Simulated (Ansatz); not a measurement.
`[F][Sn]([SiH3])([Cl])[Cl]` + H₂ → `[F][SnH]([SiH3])[Cl]` + HCl at 500 K and 1 bar (hydrogenolysis of the Sn–Cl bond).

Gas-phase electronic energies from Ansatz, PBE0-D4/def2-TZVP geometries. CCSD(T)/CBS adds triple-zeta CCSD(T) − MP2 to the extrapolated MP2 energy (def2 sets, frozen cores). This one scheme is used for every species. Elements past krypton have def2 core potentials. For Sn outer-core shells are correlated without core-valence functions, which leaves a few kJ/mol of doubt a bond.

```csv
species,CCSD(T)/CBS energy (Eh),H − E (kJ/mol),S (J/(mol·K))
`[F][Sn]([SiH3])([Cl])[Cl]`,-1524.38995,129.7,483.0
H₂,-1.17544,41.0,145.5
`[F][SnH]([SiH3])[Cl]`,-1065.15429,138.4,440.9
HCl,-460.38127,32.5,201.9
```

H − E and S are ideal-gas, rigid-rotor, harmonic terms from PBE0-D4/def2-TZVP, for one conformer and one mirror image of each species. The MP2-based limit puts H₂ 0.8 mEh under its directly extrapolated value; such offsets cancel only in part. 1 Eh = 2625.50 kJ/mol, R = 8.31446 J/(mol·K).

**Question.** By hand: ΔE, ΔH, ΔS and ΔG.

**Answer.** ΔE = (-1065.15429) + (-460.38127) − (-1524.38995) − (-1.17544) = 0.02983 Eh = 78.3 kJ/mol. Δ(H − E) = 138.4 + 32.5 − 129.7 − 41.0 = 0.2, so ΔH = 78.5 kJ/mol. ΔS = 440.9 + 201.9 − 483.0 − 145.5 = 14.3 J/(mol·K). ΔG = 78.5 − 500 × (14.3)/1000 = 71.3 kJ/mol.

**Question.** By hand: the equilibrium constant, and the temperature at which ΔG would vanish if ΔH and ΔS stayed fixed.

**Answer.** log₁₀ K = −ΔG/(RT ln 10) = -7.4. ΔG = 0 at ΔH/ΔS = 5490 K, far beyond where these terms or the molecules hold.

The number of gas molecules stays the same, so ΔS is small and ΔH decides. A doubt of 5 kJ/mol in ΔE shifts log₁₀ K by 0.5 here. Other conformers and mirror images would add mixing entropy, several J/(mol·K) or more a flexible species. Modes under 60 cm⁻¹, often nearly free rotors, make the harmonic entropy too high. These are equilibria of isolated gas molecules and say nothing of rates. Largest T1 diagnostic: 0.013 (customary marks: 0.02 for closed shells, 0.045 for open ones).
